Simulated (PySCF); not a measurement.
## Dipole moment and polarisability of `C#CC[P@@H](=O)C(F)=C(F)F`

Compound: C5H4F3OP.
SMILES with atom numbers: `[CH:1]#[C:2][CH2:3][P@@H:4](=[O:5])[C:6]([F:7])=[C:8]([F:9])[F:10]` (hydrogens: H11 on C1; H12, H13 on C3; H14 on P4)

Cartesian coordinates in Å at the GFN2-xTB level; atoms count from 1:
```
atom  x, y, z in Å
C1     1.8826   -1.4824   -1.0811
C2     1.6909   -0.3661   -0.6952
C3     1.4010    0.9605   -0.2101
P4    -0.0715    0.9515    0.8762
O5    -0.5188    2.2588    1.3471
C6    -1.3314    0.0932   -0.1464
F7    -1.4603    0.5706   -1.3917
C8    -2.1385   -0.8523    0.3109
F9    -3.1053   -1.4719   -0.3366
F10   -2.0160   -1.3215    1.5440
H11    2.0784   -2.4505   -1.4341
H12    1.1859    1.6487   -1.0367
H13    2.2373    1.3676    0.3681
H14    0.1652    0.0037    1.8633
```

Level: CAM-B3LYP/def2-SVPD (PySCF), static field, nuclei fixed, core orbitals frozen in the response. The polarisability tensor in these axes (au):

```
x   85.78  4.21 -6.51
y    4.21 92.74  7.62
z   -6.51  7.62 73.69
```

**Question.** Diagonalise the tensor; give its mean and Δα, where Δα² is half the sum of the squared differences of the eigenvalues.

**Answer.** Principal values 67.83, 88.54 and 95.83 au; mean 84.07 au = 12.46 Å³ = 13.86 × 10⁻⁴⁰ C²·m²/J; Δα = 25.16 au (30 % of the mean).

**Question.** What is the dipole moment, and where does it point?

**Answer.** (2.45, -2.72, -0.82) D, 3.75 D in size, pointing from the negative to the positive side. Measured along this direction, the outermost atoms are O5 at the negative end and H11 at the positive end.

**Question.** In a dilute gas of rigid molecules at 250 K, how does the orientational term μ²/3kT compare with the electronic polarisability?

**Answer.** In Gaussian units μ²/3kT = 135.82 Å³ against 12.46 Å³, a ratio of 10.90; the Debye molar polarisation (4π/3)N_A(α + μ²/3kT) is 374.0 cm³/mol, leaving out the vibrational part.

**Question.** Find the Langevin capture rate constant for NH4+ (18.034 u) meeting this molecule (167.995 u), k = 2.342 × 10⁻⁹ cm³/s × √(α in Å³ / reduced mass in u).

**Answer.** The reduced mass is 16.29 u, so k = 2.05 × 10⁻⁹ cm³/s. The formula leaves out the permanent dipole, which adds to the capture rate.

**Question.** What are the principal values of the traceless quadrupole moment, Θ = ½Σq(3rr − r²1), about the centre of nuclear charge?

**Answer.** -9.50, 1.55, 7.96 D·Å. The values depend on the origin, since the dipole doesn't vanish. The electronic extent ⟨r²⟩ about the same centre is 1656 bohr², a root-mean-square distance of 2.35 Å for the 84 electrons.

**Question.** Rayleigh depolarisation ratio (linearly polarised light, static tensor)?

**Answer.** ρ = 3Δα²/(45ᾱ² + 4Δα²) = 1899.0/(318039 + 2532.0) = 0.00592.

Isolated species at its GFN2-xTB geometry (one conformer only).

These values come from a run that also computed excited states. Time: 81 s of wall time (grids of density and orbitals included). Hardware: one thread of an x86-64 server, on a shared host.
